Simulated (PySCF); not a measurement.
**Nuclear quadrupole coupling in `C=C[P@@H](=O)c1ccccc1F`**

Compound: C8H8FOP.
Structure used (GFN2-xTB), in Å, numbered top down from 1:
```
atom  x, y, z in Å
C1     3.122    0.459    1.491
C2     2.291    0.796    0.519
P3     1.582   -0.520   -0.499
O4     2.027   -1.873   -0.170
C5    -0.218   -0.301   -0.409
C6    -1.005   -1.319    0.107
C7    -2.379   -1.167    0.184
C8    -2.973    0.004   -0.258
C9    -2.202    1.033   -0.778
C10   -0.834    0.863   -0.843
F11   -0.057    1.847   -1.341
H12    3.588    1.181    2.143
H13    3.361   -0.581    1.654
H14    2.014    1.816    0.301
H15    1.870   -0.116   -1.804
H16   -0.516   -2.222    0.439
H17   -2.988   -1.963    0.584
H18   -4.044    0.123   -0.201
H19   -2.648    1.950   -1.129
```

Field gradients from the PBE0/pcSseg-1 density (PySCF, non-relativistic), principal values in atomic units, ordered |Vxx| ≤ |Vyy| ≤ |Vzz|:

| atom | Vxx | Vyy | Vzz |
| --- | --- | --- | --- |
| O4 | -0.4016 | -0.4651 | 0.8667 |

Find the asymmetry η = (Vxx − Vyy)/Vzz and the couplings χ = eQV/h (234.96 MHz × Q in barn × V in au), with Q(17O) = −0.0256 b.

```tsv
atom	environment	nucleus	η	χzz (MHz)	χxx (MHz)	χyy (MHz)
O4	phosphoryl oxygen	17O	0.07	-5.21	2.42	2.80
```

What is Vzz at O4 in SI units (1 au = 9.71736 × 10²¹ V/m²)?

0.8667 au = 8.422 × 10²¹ V/m².

And the gradient at the other heavy atoms, for which no coupling is worked out here?

```json
{"atom": "C1", "environment": "terminal =CH2 carbon", "Vzz (au)": "0.434", "η": "0.23"}
{"atom": "C2", "environment": "alkene CH carbon", "Vzz (au)": "0.269", "η": "0.72"}
{"atom": "P3", "environment": "phosphoryl phosphorus", "Vzz (au)": "-0.342", "η": "0.60"}
{"atom": "C5", "environment": "substituted aromatic carbon", "Vzz (au)": "0.208", "η": "0.44"}
{"atom": "C6", "environment": "aromatic CH carbon", "Vzz (au)": "0.374", "η": "0.18"}
{"atom": "C7", "environment": "aromatic CH carbon", "Vzz (au)": "0.301", "η": "0.10"}
{"atom": "C8", "environment": "aromatic CH carbon", "Vzz (au)": "0.353", "η": "0.13"}
{"atom": "C9", "environment": "aromatic CH carbon", "Vzz (au)": "0.252", "η": "0.26"}
{"atom": "C10", "environment": "aromatic C–F carbon", "Vzz (au)": "-0.472", "η": "0.69"}
{"atom": "F11", "environment": "aryl fluorine", "Vzz (au)": "2.916", "η": "0.13"}
```

Were the hydrogens deuterons (Q(2H) = 0.00286 b), χzz would run from 125 kHz (H15) to 224 kHz (H12).

Isolated species at its GFN2-xTB geometry (one conformer only). GFN2-xTB bond lengths can be off by several hundredths of an ångström, more for odd bonds, and the gradients follow them. The small basis limits the accuracy of the gradients.
